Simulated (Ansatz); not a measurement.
Ansatz (an electronic-structure program) input (HF/3-21G): The .json file is the Basis Set Exchange's 3-21G.

Ansatz 0.2 input:
```yaml
crystal:
  periodic: [false, false, false]
  atoms:
    - {symbol: Y, position_ang: [0.14036003, -0.12630380, 0.29557699]}
    - {symbol: O, position_ang: [1.17540505, -0.09039136, -1.19577155]}
    - {symbol: F, position_ang: [-1.65303126, 0.62766435, -0.21792559]}
basis:
  gaussian:
    orbitals: 3-21G.json
hamiltonian:
  xc: {name: HF}
total_charge: -1
magnetization: {spin_polarized: true, initial_magnetization: 1}
phonons: {temperatures: {t_min: 298.15, t_max: 298.15, t_step: 100}}
```

Output:

```
Functional definition: HF
integrals: 0.01 GiB planned
675 factors; integrals over basis functions are off by at most 1.6e-4 eV
mean field: 0.22 GiB planned
mean field evaluation 1: about -94945.7212 eV, gradient 2.5e1 eV
mean field evaluation 2: about -94945.7241 eV, gradient 2.5e1 eV
mean field evaluation 4: about -94949.5036 eV, gradient 2.0e0 eV
mean field evaluation 8: about -94949.6279 eV, gradient 1.5e-1 eV
mean field evaluation 16: about -94945.6206 eV, gradient 1.8e1 eV
mean field evaluation 32: about -94947.9692 eV, gradient 2.4e-1 eV
mean field evaluation 64: about -94945.8306 eV, gradient 1.8e1 eV
mean field evaluation 96: about -94947.0875 eV, gradient 2.8e0 eV
mean field evaluation 128: about -94947.9746 eV, gradient 1.9e-1 eV
mean field evaluation 160: about -94947.4060 eV, gradient 2.0e0 eV
mean field evaluation 192: about -94947.5939 eV, gradient 2.5e0 eV
mean field evaluation 224: about -94946.1788 eV, gradient 4.3e0 eV
mean field -94949.62900479 eV, -3489.3345067561 hartree, gradient 1.7e-5 eV, S^2 0.753489; 1 other end points of the search recorded, 0 dependent functions left out
the calculation of the forces begins
reference -94949.62900479 eV, -3489.3345067561 hartree; 29, 28 occupied and 28, 29 virtual orbitals, 675 factors
these checks for a lower state are left out or cut short: stability, starts, cluster_reference, orbital_swaps, neighbouring_geometries, increment
integrals: 0.01 GiB planned
675 factors; integrals over basis functions are off by at most 1.6e-4 eV
mean field: 0.22 GiB planned
mean field -94949.62891812 eV, -3489.3345035709 hartree, gradient 5.4e-6 eV, S^2 0.753460; 0 other end points of the search recorded, 0 dependent functions left out
the calculation of the forces begins
reference -94949.62891812 eV, -3489.3345035709 hartree; 29, 28 occupied and 28, 29 virtual orbitals, 675 factors
these checks for a lower state are left out or cut short: stability, starts, cluster_reference, orbital_swaps, neighbouring_geometries, increment
integrals: 0.01 GiB planned
675 factors; integrals over basis functions are off by at most 1.6e-4 eV
mean field: 0.22 GiB planned
mean field -94949.62890752 eV, -3489.3345031812 hartree, gradient 5.5e-6 eV, S^2 0.753520; 0 other end points of the search recorded, 0 dependent functions left out
the calculation of the forces begins
reference -94949.62890752 eV, -3489.3345031812 hartree; 29, 28 occupied and 28, 29 virtual orbitals, 675 factors
these checks for a lower state are left out or cut short: stability, starts, cluster_reference, orbital_swaps, neighbouring_geometries, increment
integrals: 0.01 GiB planned
675 factors; integrals over basis functions are off by at most 1.6e-4 eV
mean field: 0.22 GiB planned
mean field evaluation 256: about -94949.6289 eV, gradient 5.4e-6 eV
mean field -94949.62894199 eV, -3489.3345044480 hartree, gradient 5.4e-6 eV, S^2 0.753449; 0 other end points of the search recorded, 0 dependent functions left out
the calculation of the forces begins
reference -94949.62894199 eV, -3489.3345044480 hartree; 29, 28 occupied and 28, 29 virtual orbitals, 675 factors
these checks for a lower state are left out or cut short: stability, starts, cluster_reference, orbital_swaps, neighbouring_geometries, increment
integrals: 0.01 GiB planned
675 factors; integrals over basis functions are off by at most 1.6e-4 eV
mean field: 0.22 GiB planned
mean field -94949.62894731 eV, -3489.3345046434 hartree, gradient 5.6e-6 eV, S^2 0.753531; 0 other end points of the search recorded, 0 dependent functions left out
the calculation of the forces begins
reference -94949.62894731 eV, -3489.3345046434 hartree; 29, 28 occupied and 28, 29 virtual orbitals, 675 factors
these checks for a lower state are left out or cut short: stability, starts, cluster_reference, orbital_swaps, neighbouring_geometries, increment
integrals: 0.01 GiB planned
675 factors; integrals over basis functions are off by at most 1.6e-4 eV
mean field: 0.22 GiB planned
mean field -94949.62895712 eV, -3489.3345050039 hartree, gradient 5.6e-6 eV, S^2 0.753519; 0 other end points of the search recorded, 0 dependent functions left out
the calculation of the forces begins
reference -94949.62895712 eV, -3489.3345050039 hartree; 29, 28 occupied and 28, 29 virtual orbitals, 675 factors
these checks for a lower state are left out or cut short: stability, starts, cluster_reference, orbital_swaps, neighbouring_geometries, increment
integrals: 0.01 GiB planned
675 factors; integrals over basis functions are off by at most 1.6e-4 eV
mean field: 0.22 GiB planned
mean field -94949.62897152 eV, -3489.3345055332 hartree, gradient 5.5e-6 eV, S^2 0.753461; 0 other end points of the search recorded, 0 dependent functions left out
the calculation of the forces begins
reference -94949.62897152 eV, -3489.3345055332 hartree; 29, 28 occupied and 28, 29 virtual orbitals, 675 factors
these checks for a lower state are left out or cut short: stability, starts, cluster_reference, orbital_swaps, neighbouring_geometries, increment
integrals: 0.01 GiB planned
675 factors; integrals over basis functions are off by at most 1.6e-4 eV
mean field: 0.22 GiB planned
mean field -94949.62895317 eV, -3489.3345048588 hartree, gradient 5.5e-6 eV, S^2 0.753528; 0 other end points of the search recorded, 0 dependent functions left out
the calculation of the forces begins
reference -94949.62895317 eV, -3489.3345048588 hartree; 29, 28 occupied and 28, 29 virtual orbitals, 675 factors
these checks for a lower state are left out or cut short: stability, starts, cluster_reference, orbital_swaps, neighbouring_geometries, increment
integrals: 0.01 GiB planned
675 factors; integrals over basis functions are off by at most 1.6e-4 eV
mean field: 0.22 GiB planned
mean field -94949.62895440 eV, -3489.3345049043 hartree, gradient 5.5e-6 eV, S^2 0.753451; 0 other end points of the search recorded, 0 dependent functions left out
the calculation of the forces begins
reference -94949.62895440 eV, -3489.3345049043 hartree; 29, 28 occupied and 28, 29 virtual orbitals, 675 factors
these checks for a lower state are left out or cut short: stability, starts, cluster_reference, orbital_swaps, neighbouring_geometries, increment
integrals: 0.01 GiB planned
675 factors; integrals over basis functions are off by at most 1.6e-4 eV
mean field: 0.22 GiB planned
mean field evaluation 288: about -94949.6263 eV, gradient 2.0e-1 eV
mean field -94949.62894815 eV, -3489.3345046744 hartree, gradient 5.5e-6 eV, S^2 0.753491; 0 other end points of the search recorded, 0 dependent functions left out
the calculation of the forces begins
reference -94949.62894815 eV, -3489.3345046744 hartree; 29, 28 occupied and 28, 29 virtual orbitals, 675 factors
these checks for a lower state are left out or cut short: stability, starts, cluster_reference, orbital_swaps, neighbouring_geometries, increment
integrals: 0.01 GiB planned
675 factors; integrals over basis functions are off by at most 1.6e-4 eV
mean field: 0.22 GiB planned
mean field -94949.62894437 eV, -3489.3345045355 hartree, gradient 5.5e-6 eV, S^2 0.753488; 0 other end points of the search recorded, 0 dependent functions left out
the calculation of the forces begins
reference -94949.62894437 eV, -3489.3345045355 hartree; 29, 28 occupied and 28, 29 virtual orbitals, 675 factors
these checks for a lower state are left out or cut short: stability, starts, cluster_reference, orbital_swaps, neighbouring_geometries, increment
integrals: 0.01 GiB planned
675 factors; integrals over basis functions are off by at most 1.6e-4 eV
mean field: 0.22 GiB planned
mean field -94949.62900407 eV, -3489.3345067296 hartree, gradient 5.5e-6 eV, S^2 0.753492; 0 other end points of the search recorded, 0 dependent functions left out
the calculation of the forces begins
reference -94949.62900407 eV, -3489.3345067296 hartree; 29, 28 occupied and 28, 29 virtual orbitals, 675 factors
these checks for a lower state are left out or cut short: stability, starts, cluster_reference, orbital_swaps, neighbouring_geometries, increment
integrals: 0.01 GiB planned
675 factors; integrals over basis functions are off by at most 1.6e-4 eV
mean field: 0.22 GiB planned
mean field -94949.62899750 eV, -3489.3345064880 hartree, gradient 5.5e-6 eV, S^2 0.753487; 0 other end points of the search recorded, 0 dependent functions left out
the calculation of the forces begins
reference -94949.62899750 eV, -3489.3345064880 hartree; 29, 28 occupied and 28, 29 virtual orbitals, 675 factors
Total energy: -94949.62900479 eV, -3489.3345067561 hartree
Atom 0 at     0.140360    -0.126304     0.295577 Å, force     0.001806    -0.001006     0.001452 eV/Å
Atom 1 at     1.175405    -0.090391    -1.195772 Å, force    -0.002756     0.000856     0.000359 eV/Å
Atom 2 at    -1.653031     0.627664    -0.217926 Å, force     0.000950     0.000150    -0.001811 eV/Å
Dipole moment:    -0.265383     0.064616     0.102210 e Å
Vibrations: 208.17 594.19 944.06 cm⁻¹, zero-point energy 0.108264 eV
```

The blocks after the first are displaced geometries, from whose forces the wavenumbers follow.

The dipole moment of an ion depends on the origin.
